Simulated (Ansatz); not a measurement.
FGaH4O2Si, SMILES `[OH][Ga]([F])[O][SiH3]`. Charge 0, multiplicity 1. All single points use the PBE0-D4/def2-TZVP geometry. It is one conformer, not always the lowest.

```xyz
9

O    -2.183   -1.023   -1.629
Ga   -1.213   -0.431   -0.286
F    -1.930   -0.302    1.303
O     0.460    0.037   -0.496
Si    1.697    0.609    0.417
H    -3.081   -1.242   -1.369
H     1.333    1.908    1.044
H     2.867    0.802   -0.474
H     2.049   -0.358    1.491
```

(1) What is the dipole moment at r2SCAN/def2-TZVPP? (An estimate is asked.)

(2) And with PBE, B3LYP, ωB97M-V? (An estimate is asked.)

(3) Give the Mulliken charges with r2SCAN, B3LYP, PBE in def2-TZVPP. (Best estimate.)

Results:

(1) The calculation gave: 0.87 D, with components (-0.75, -0.30, -0.33) D in this frame, pointing from negative to positive charge.

(2) The calculation gave: PBE 0.88 D, B3LYP 0.81 D, ωB97M-V 0.84 D.

(3) The calculation gave: 
```json
{"atom": "O1", "r2SCAN": "-0.39", "B3LYP": "-0.37", "PBE": "-0.33"}
{"atom": "Ga2", "r2SCAN": "0.79", "B3LYP": "0.78", "PBE": "0.65"}
{"atom": "F3", "r2SCAN": "-0.38", "B3LYP": "-0.38", "PBE": "-0.34"}
{"atom": "O4", "r2SCAN": "-0.43", "B3LYP": "-0.40", "PBE": "-0.32"}
{"atom": "Si5", "r2SCAN": "0.43", "B3LYP": "0.40", "PBE": "0.33"}
{"atom": "H6", "r2SCAN": "0.21", "B3LYP": "0.19", "PBE": "0.19"}
{"atom": "H7", "r2SCAN": "-0.08", "B3LYP": "-0.07", "PBE": "-0.06"}
{"atom": "H8", "r2SCAN": "-0.08", "B3LYP": "-0.07", "PBE": "-0.06"}
{"atom": "H9", "r2SCAN": "-0.08", "B3LYP": "-0.07", "PBE": "-0.06"}
```

B3LYP here is the variant with VWN-RPA as its local correlation; programs differ in this.

Program: Ansatz 0.2.0.
